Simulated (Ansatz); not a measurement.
Reaction (redistribution): `F[Si](F)([SiH3])Cl` + `[GeH3]/[CH]=C\Br` → `F[Si](F)(Cl)[GeH3]` + `[SiH3]/C=C/Br`

Isolated molecules relaxed with PBE0-D4/def2-TZVP in Ansatz; ΔE leaves out vibrations. CCSD(T)/CBS adds triple-zeta CCSD(T) − MP2 to the extrapolated MP2 energy (def2 sets, frozen cores). Double bonds are as drawn, so ΔE can hold a change between cis and trans. Functionals use def2-TZVPP. B3LYP here is the variant with VWN-RPA as its local correlation; programs differ in this. For Br, Ge outer-core shells are correlated without core-valence functions, which leaves a few kJ/mol of doubt a bond. Scalar relativity is left out up to krypton.

(1) Is it downhill or uphill in electronic energy at CCSD(T)/CBS, and by how much? (Estimate.)

(2) What do these levels give: PBE-D4, r2SCAN-D4, B3LYP-D4, PBE, SCS-MP2/def2-TZVPP, MP2/CBS(def2)? (An estimate is asked.)

Largest T1 diagnostic among the species: 0.012.

Results:

(1) The calculation gave: Downhill: ΔE = -27.6 kJ/mol.

(2) The calculation gave: PBE-D4 -28.8, r2SCAN-D4 -31.7, B3LYP-D4 -31.6, PBE -30.4, SCS-MP2/def2-TZVPP -28.1, MP2/CBS(def2) -29.1 kJ/mol.

In def2-TZVPP, CCSD(T) changes the Hartree–Fock value by +6.9 kJ/mol (the triples alone add +1.0 kJ/mol) and MP2 by +5.3 kJ/mol.
